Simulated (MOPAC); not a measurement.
MOPAC input (PM3):

```
PM3 FORCE THERMO(298,298) PRECISE LET CHARGE=-1 GEO-OK AUX(PRECISION=9) THREADS=1
C3H8GeI

C     0.08642155 1    2.04408747 1    1.39915708 1
Ge   -0.24531385 1    0.33135318 1    1.24463592 1
C    -2.08682588 1   -0.30776220 1    1.12319111 1
C     1.03212407 1   -0.98288542 1    1.91946130 1
I     0.26756844 1   -0.26609638 1   -1.27785177 1
H     1.05140571 1    2.44815996 1    1.67422398 1
H    -0.65253884 1    2.81760846 1    1.23875813 1
H    -2.27381246 1   -1.05237547 1    1.89699374 1
H    -2.77819732 1    0.52411421 1    1.25597600 1
H    -2.25070698 1   -0.75680121 1    0.14314536 1
H     1.84799500 1   -0.47692494 1    2.43520144 1
H     1.43677105 1   -1.55641125 1    1.08502517 1
H     0.53675498 1   -1.65955876 1    2.61580201 1
```

From the output:

```
     H   13   5.696950

          HEAT OF FORMATION =     -50.480779 KCALS/MOLE

          ZERO POINT ENERGY      62.557 KCAL/MOL

           NORMAL COORDINATE ANALYSIS (Total motion = 1 Angstrom)

   Root No.       1         2         3         4         5         6         7         8

                 1 A'      1 A"      2 A'      2 A"      3 A'      4 A'      3 A"      5 A'

                  70.3      77.9      94.4     110.8     158.1     164.0     171.9     229.1

           1   -0.0009   -0.0000    0.0135    0.0000    0.0166    0.0166    0.0001    0.0217
           2    0.0050   -0.0044   -0.0237    0.0156   -0.0116    0.0081    0.0984    0.0071
           3   -0.0220   -0.0010    0.1041    0.0036    0.0511   -0.0355    0.0224   -0.0311
           4   -0.0011   -0.0000    0.0142    0.0000    0.0189    0.0194   -0.0000    0.0266
           5   -0.0001   -0.0042    0.0013    0.0151    0.0011    0.0019   -0.0280   -0.0212
           6    0.0005   -0.0010   -0.0056    0.0034   -0.0049   -0.0083   -0.0064    0.0930
           7    0.0005    0.0031    0.0164   -0.0249   -0.0307   -0.0574   -0.0444   -0.0162
           8   -0.0014   -0.0064   -0.0003    0.0291    0.0285    0.0441    0.0049    0.0051
           9    0.0129    0.0125   -0.0481   -0.0778    0.0599   -0.0377    0.0128   -0.0371
          10    0.0005   -0.0031    0.0164    0.0249   -0.0308   -0.0575    0.0444   -0.0162
          11   -0.0044   -0.0003    0.0211   -0.0075   -0.0515   -0.0233    0.0099    0.0115
          12    0.0122   -0.0141   -0.0432    0.0827    0.0416   -0.0530   -0.0094   -0.0356
          13    0.0006    0.0000   -0.0136   -0.0000   -0.0048    0.0015    0.0000   -0.0133
          14    0.0002    0.0037   -0.0005   -0.0128    0.0036   -0.0045    0.0022    0.0089
          15   -0.0008    0.0008    0.0022   -0.0029   -0.0157    0.0198    0.0005   -0.0390
          16   -0.0007    0.0000    0.0129   -0.0031    0.0168    0.0184   -0.0887    0.0260
          17    0.0066   -0.0018   -0.0316    0.0046   -0.0162    0.0088    0.1542    0.0159
          18   -0.0291   -0.0122    0.1394    0.0608    0.0701   -0.0427    0.0517   -0.0777
          19   -0.0007   -0.0000    0.0129    0.0032    0.0168    0.0184    0.0889    0.0260
          20    0.0067   -0.0069   -0.0319    0.0305   -0.0158    0.0105    0.1612    0.0193
          21   -0.0291    0.0102    0.1394   -0.0528    0.0702   -0.0423    0.0202   -0.0769
          22   -0.1015   -0.1041   -0.0393   -0.0809   -0.0105   -0.0722   -0.0400   -0.0541
          23    0.0647    0.0609    0.0107    0.0351    0.0847    0.0798    0.0368   -0.0321
          24   -0.0696   -0.0744   -0.0938   -0.1236    0.0788   -0.0481    0.0183   -0.0699
          25   -0.0099   -0.0064    0.0147   -0.0415   -0.0618   -0.1058   -0.0780   -0.0462
          26    0.0060    0.0026    0.0045    0.0198    0.0045    0.0053   -0.0225   -0.0227
          27    0.1628    0.1698    0.0133   -0.0328    0.0685   -0.0303    0.0148   -0.0654
          28    0.1125    0.1214    0.0772    0.0331   -0.0575   -0.0511   -0.0573    0.0193
          29   -0.0739   -0.0828   -0.0215    0.0329    0.0259    0.0764    0.0163    0.0829
          30   -0.0466   -0.0503   -0.0820   -0.1123    0.0761   -0.0445    0.0188   -0.0674
          31   -0.0100    0.0064    0.0148    0.0415   -0.0618   -0.1058    0.0780   -0.0462
          32   -0.0759    0.0758   -0.0098    0.0036   -0.0336    0.0085   -0.0140    0.0488
          33    0.1441   -0.1519    0.0100    0.0381    0.0598   -0.0296   -0.0231   -0.0491
          34    0.1126   -0.1215    0.0773   -0.0331   -0.0575   -0.0512    0.0573    0.0193
          35    0.0867   -0.0963    0.0548   -0.0190   -0.0563   -0.0496    0.0227   -0.0456
          36   -0.0100    0.0095   -0.0646    0.1155    0.0574   -0.0733   -0.0099   -0.0966
          37   -0.1015    0.1041   -0.0393    0.0809   -0.0106   -0.0723    0.0400   -0.0541
          38   -0.0281    0.0226    0.0310   -0.0220   -0.1104   -0.0510    0.0411    0.0593
          39   -0.0908    0.0934   -0.0892    0.1266    0.0344   -0.0779   -0.0005   -0.0491

   Root No.       9        10        11        12        13        14        15        16

                 4 A"      6 A'      5 A"      7 A'      6 A"      8 A'      7 A"      9 A'

                 463.3     593.1     604.1     765.5     795.6     839.6     856.6     880.0

           1    0.0000   -0.0248    0.0000    0.2562   -0.0000   -0.0301   -0.0000   -0.0004
           2    0.0052   -0.0008   -0.0081    0.0058   -0.0542    0.0182   -0.0181    0.0016
           3    0.0012    0.0035   -0.0019   -0.0261   -0.0123   -0.0799   -0.0041   -0.0069
           4    0.0000   -0.0199   -0.0000   -0.0475    0.0000    0.0056    0.0000   -0.0051
           5    0.0007   -0.0021   -0.0430   -0.0005    0.0041   -0.0007    0.0043   -0.0007
           6    0.0002    0.0091   -0.0098    0.0024    0.0009    0.0030    0.0010    0.0029
           7   -0.0052    0.0619    0.0738   -0.0017   -0.0081   -0.0013    0.0229    0.0258
           8   -0.0006    0.1137    0.1222    0.0123    0.0062    0.0040   -0.0118   -0.0160
           9   -0.0097   -0.0016   -0.0045    0.0011    0.0021    0.0038   -0.0125   -0.0165
          10    0.0052    0.0619   -0.0736   -0.0018    0.0081   -0.0013   -0.0230    0.0258
          11   -0.0048   -0.1018    0.1083   -0.0116    0.0065   -0.0053   -0.0161    0.0215
          12    0.0085   -0.0507    0.0570   -0.0043    0.0008    0.0017    0.0062   -0.0080
          13   -0.0000    0.0000   -0.0000   -0.0004   -0.0000   -0.0001   -0.0000    0.0000
          14   -0.0004   -0.0001   -0.0002    0.0001    0.0000    0.0000   -0.0000    0.0000
          15   -0.0001    0.0005   -0.0001   -0.0005    0.0000   -0.0001   -0.0000   -0.0001
          16   -0.0064   -0.0308   -0.0033    0.2390   -0.2501   -0.0255   -0.0710   -0.0028
          17    0.0936    0.0069   -0.0018   -0.0253    0.1216   -0.0852    0.0339   -0.0054
          18   -0.3581   -0.0150   -0.0232    0.1236    0.0305    0.3583   -0.0005    0.0281
          19    0.0064   -0.0309    0.0033    0.2390    0.2502   -0.0255    0.0710   -0.0028
          20   -0.0707    0.0002   -0.0117   -0.0309    0.1225   -0.0784    0.0303   -0.0073
          21    0.3633   -0.0165    0.0201    0.1223    0.0251    0.3599    0.0151    0.0277
          22   -0.0211    0.0538    0.0620   -0.0123   -0.0052   -0.0101    0.0470    0.0546
          23   -0.0214    0.0925    0.0946   -0.0298   -0.0585   -0.0292    0.1658    0.1809
          24   -0.0249   -0.0021   -0.0065   -0.0068   -0.0005   -0.0061    0.0196    0.0226
          25   -0.0129    0.0552    0.0519    0.0074    0.0647    0.0177   -0.1091   -0.1239
          26   -0.0082    0.1022    0.0951    0.0169    0.0628    0.0175   -0.1097   -0.1279
          27   -0.0271    0.0027    0.0007   -0.0036   -0.0038   -0.0073    0.0240    0.0274
          28    0.0111    0.0470    0.0506   -0.0025    0.0124    0.0153   -0.0393   -0.0519
          29    0.0363    0.0749    0.0689   -0.0123   -0.0280    0.0121    0.0244    0.0083
          30   -0.0247    0.0063    0.0077    0.0017   -0.0052   -0.0071    0.0216    0.0280
          31    0.0129    0.0552   -0.0517    0.0073   -0.0646    0.0177    0.1090   -0.1238
          32   -0.0191   -0.0933    0.0861   -0.0137    0.0550   -0.0126   -0.0886    0.1036
          33    0.0209   -0.0419    0.0405   -0.0106    0.0306   -0.0142   -0.0692    0.0802
          34   -0.0111    0.0470   -0.0505   -0.0026   -0.0125    0.0153    0.0394   -0.0520
          35    0.0221   -0.0702    0.0655    0.0103   -0.0275   -0.0079    0.0313   -0.0196
          36    0.0380   -0.0268    0.0229    0.0069   -0.0074   -0.0117   -0.0089    0.0216
          37    0.0211    0.0537   -0.0619   -0.0124    0.0051   -0.0100   -0.0468    0.0544
          38   -0.0301   -0.0824    0.0825    0.0297   -0.0529    0.0290    0.1580   -0.1729
          39    0.0132   -0.0419    0.0468    0.0067   -0.0249    0.0072    0.0541   -0.0580

   Root No.      17        18        19        20        21        22        23        24

                 8 A"     10 A'      9 A"     11 A'     12 A'     10 A"     13 A'     14 A'

                 886.4     895.7    1295.4    1305.7    1355.9    1400.2    1400.2    1402.2

           1   -0.0000   -0.0002    0.0000   -0.0029   -0.0474   -0.0000    0.0007    0.0003
           2   -0.0057   -0.0008    0.0015    0.0000   -0.0002   -0.0000   -0.0000   -0.0000
           3   -0.0013    0.0034    0.0003   -0.0000    0.0011    0.0000    0.0000    0.0000
           4    0.0000   -0.0029   -0.0000   -0.0018   -0.0006   -0.0000   -0.0003   -0.0001
           5    0.0002    0.0013   -0.0025   -0.0001    0.0001   -0.0001    0.0000    0.0001
           6    0.0001   -0.0057   -0.0006    0.0003   -0.0003   -0.0000   -0.0000   -0.0003
           7    0.0130    0.0160   -0.0142   -0.0127    0.0043    0.0182   -0.0183   -0.0022
           8   -0.0021   -0.0040   -0.0237   -0.0235    0.0067   -0.0106    0.0109    0.0017
           9    0.0256    0.0265    0.0009    0.0004    0.0002   -0.0049    0.0031   -0.0210
          10   -0.0130    0.0161    0.0141   -0.0127    0.0043   -0.0182   -0.0183   -0.0022
          11    0.0092   -0.0079   -0.0210    0.0210   -0.0062   -0.0117   -0.0111    0.0076
          12   -0.0239    0.0256   -0.0110    0.0105   -0.0028   -0.0002   -0.0019   -0.0197
          13   -0.0000   -0.0000   -0.0000   -0.0000    0.0000    0.0000   -0.0000   -0.0000
          14   -0.0003   -0.0001   -0.0001   -0.0000   -0.0000    0.0000   -0.0000   -0.0000
          15   -0.0001    0.0005   -0.0000    0.0002    0.0000    0.0000    0.0000    0.0000
          16   -0.0213   -0.0041    0.0043    0.0371    0.2956   -0.0001   -0.0030   -0.0016
          17    0.0020    0.0032   -0.0024   -0.0240   -0.2079    0.0000    0.0022    0.0012
          18    0.0336   -0.0048    0.0022   -0.0059   -0.0496    0.0000    0.0005    0.0001
          19    0.0213   -0.0041   -0.0043    0.0371    0.2958    0.0001   -0.0030   -0.0016
          20    0.0163   -0.0008   -0.0012    0.0242    0.2085    0.0000   -0.0022   -0.0011
          21   -0.0295   -0.0057   -0.0030    0.0050    0.0452   -0.0000   -0.0005   -0.0004
          22   -0.0755   -0.0761    0.0411    0.0391   -0.0062   -0.1182    0.1248    0.0873
          23   -0.0736   -0.0631    0.1343    0.1283   -0.0316    0.0020   -0.0116   -0.1175
          24   -0.0541   -0.0556    0.0398    0.0375   -0.0071   -0.1058    0.1103    0.0612
          25   -0.0687   -0.0844    0.1182    0.1054   -0.0295    0.0633   -0.0664   -0.0329
          26   -0.0742   -0.0908    0.0976    0.0855   -0.0238    0.0498   -0.0503   -0.0030
          27   -0.0541   -0.0553    0.0023    0.0008    0.0004    0.0686   -0.0518    0.2070
          28    0.0799    0.0811    0.0576    0.0526   -0.0085   -0.1733    0.1708   -0.0226
          29    0.1731    0.1861    0.1465    0.1337   -0.0296    0.0781   -0.0703    0.1055
          30   -0.0413   -0.0415   -0.0514   -0.0474    0.0098    0.0979   -0.0981   -0.0071
          31    0.0686   -0.0842   -0.1181    0.1053   -0.0294   -0.0632   -0.0663   -0.0330
          32   -0.0903    0.1059    0.0891   -0.0775    0.0213    0.0746    0.0679   -0.0869
          33    0.0166   -0.0105    0.0402   -0.0363    0.0106   -0.0402   -0.0249    0.1879
          34   -0.0797    0.0810   -0.0575    0.0525   -0.0085    0.1734    0.1709   -0.0227
          35    0.1382   -0.1498    0.1098   -0.1000    0.0225    0.1126    0.1057   -0.0919
          36    0.1122   -0.1181    0.1098   -0.1007    0.0217   -0.0545   -0.0580   -0.0521
          37    0.0754   -0.0760   -0.0410    0.0390   -0.0062    0.1182    0.1248    0.0875
          38   -0.0898    0.0810    0.1383   -0.1319    0.0316   -0.0442   -0.0374    0.0793
          39    0.0169   -0.0228    0.0223   -0.0218    0.0073    0.0962    0.1045    0.1060

   Root No.      25        26        27        28        29        30        31        32

                11 A"     15 A'     12 A"     16 A'     13 A"     14 A"     17 A'     18 A'
```

The dipole moment of an ion depends on the origin.
